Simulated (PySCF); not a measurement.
A side-by-side comparison of computed properties.

First species: C2H12GeOSi2.
InChI=1S/C2H12GeOSi2/c1-2-4-3-6-5/h2-3,6H2,1,5H3

Second species: C2H12GeOSi2.
Atom-mapped SMILES: `[CH3:1][O:2][Si@@H:3]([GeH3:4])[CH2:5][SiH3:6]` (hydrogens: H7, H8, H9 on C1; H10 on Si3; H11, H12, H13 on Ge4; H14, H15 on C5; H16, H17, H18 on Si6)

Geometry (PBE0-D3(BJ)/def2-SVP, Å), atoms numbered from 1 in this order:
```
atom  x, y, z in Å
C1    -1.5914   -1.4307    0.1767
O2    -1.0736   -0.1357    0.0500
Si3   -0.0563    0.3330   -1.1924
Ge4    0.1871    2.6864   -0.9678
C5     1.5979   -0.5533   -1.0639
Si6    2.3283   -0.6016    0.6717
H7    -2.0516   -1.7892   -0.7633
H8    -0.8147   -2.1583    0.4770
H9    -2.3691   -1.4291    0.9558
H10   -0.6994   -0.0070   -2.5066
H11    0.6470    3.0702    0.4498
H12    1.2412    3.2053   -1.9677
H13   -1.1416    3.4071   -1.2613
H14    1.4893   -1.5894   -1.4297
H15    2.3148   -0.0564   -1.7412
H16    1.4868   -1.4482    1.5704
H17    2.4028    0.7763    1.2462
H18    3.7089   -1.1769    0.6447
```

Levels: B3LYP/def2-SVPD for dipole moment, HOMO energy, LUMO energy, HOMO–LUMO gap, static isotropic polarisability and electronic spatial extent ⟨r²⟩ about the centre of nuclear charge; TDDFT B3LYP/def2-SVPD for lowest singlet excitation; TDA B3LYP/def2-SVPD for lowest triplet excitation (Tamm–Dancoff); ΔSCF B3LYP/def2-SVPD for vertical ionisation energy; PBE0-D3(BJ)/def2-SVP for rotational constant A and rotational constant C. Geometries: PBE0-D3(BJ)/def2-SVP. Each species is one conformer at its optimised geometry, gas phase, non-relativistic unless stated; the electronic structure was computed with PySCF and density fitting.

The conformers computed, where there is a choice (atom-mapped SMILES and torsion angles):
- `[CH3:1][CH2:2][O:3][GeH2:4][SiH2:5][SiH3:6]`: C1–C2–O3–Ge4 -179°, C2–O3–Ge4–Si5 -179°, O3–Ge4–Si5–Si6 -4°
- `[CH3:1][O:2][Si@@H:3]([GeH3:4])[CH2:5][SiH3:6]`: C1–O2–Si3–Ge4 172°, O2–Si3–C5–Si6 -45°

Values for the first species:

```
Dipole moment                                                     : 0.92 D
HOMO energy                                                       : -7.46 eV
LUMO energy                                                       : -0.70 eV
HOMO–LUMO gap                                                     : 6.76 eV
Lowest singlet excitation                                         : 5.77 eV
Lowest triplet excitation (Tamm–Dancoff)                          : 5.51 eV
Static isotropic polarisability                                   : 124.8 au
Vertical ionisation energy                                        : 9.36 eV
Electronic spatial extent ⟨r²⟩ about the centre of nuclear charge : 1773 bohr²
Rotational constant A                                             : 1.583 GHz
Rotational constant C                                             : 0.645 GHz
```

Q: Estimate the same properties for the second species, and the change in each.

A: 
| property | first | second | second less first |
| --- | --- | --- | --- |
| dipole moment | 0.92 D | 1.75 D | +0.83 D |
| HOMO energy | -7.46 eV | -7.64 eV | -0.18 eV |
| LUMO energy | -0.70 eV | -0.18 eV | +0.52 eV |
| HOMO–LUMO gap | 6.76 eV | 7.46 eV | +0.70 eV |
| lowest singlet excitation | 5.77 eV | 6.52 eV | +0.75 eV |
| lowest triplet excitation (Tamm–Dancoff) | 5.51 eV | 6.02 eV | +0.51 eV |
| static isotropic polarisability | 124.8 au | 118.1 au | -6.7 au |
| vertical ionisation energy | 9.36 eV | 9.50 eV | +0.14 eV |
| electronic spatial extent ⟨r²⟩ about the centre of nuclear charge | 1773 bohr² | 1777 bohr² | +4 bohr² |
| rotational constant A | 1.583 GHz | 1.652 GHz | +0.069 GHz |
| rotational constant C | 0.645 GHz | 0.655 GHz | +0.010 GHz |

On the first: The 10 singlets span 5.77 to 7.01 eV, and their oscillator strengths add up to 0.42. The principal polarisabilities are 101.7, 131.9 and 140.8 au; their mean is the isotropic value. Relativistic effects, spin–orbit coupling among them, are left out although an element past zinc is present.

On the second: A dipole of 1.75 D is allowed in C1, and pure rotational transitions are dipole-allowed. No computed singlet falls in the visible range (750 to 380 nm, 1.65 to 3.26 eV); S1 lies 3.26 eV above its blue end. Relativistic effects, spin–orbit coupling among them, are left out although an element past zinc is present.
